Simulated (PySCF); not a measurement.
B(H) cation (BH), SMILES [BH] (connectivity only; charge and spin as stated), charge +1, multiplicity 2.

The structure is a stationary point at PBE0-D3(BJ)/def2-TZVPD. The multiplicity is an assumed one; other spin states were not compared.

Computed with PySCF with CAM-B3LYP/def2-TZVPD.

Isolated molecule, no solvent.

Task: Estimate the frontier levels, dipole moment and polarisability. (The exact figures need the calculation; the answer reports its results.)

Result: 
```
Property                                                            Value
------------------------------------------------  -----------------------
α spin, highest occupied and lowest empty level      -19.49 and -10.31 eV
β spin, highest occupied and lowest empty level      -23.97 and -11.30 eV
dipole moment about the centre of nuclear charge                   0.08 D
mean static polarisability                           10.4 bohr³ (1.54 Å³)
polarisability, principal values                   10.1, 10.5, 10.5 bohr³
⟨S²⟩                                              0.752 (pure state 0.75)
```
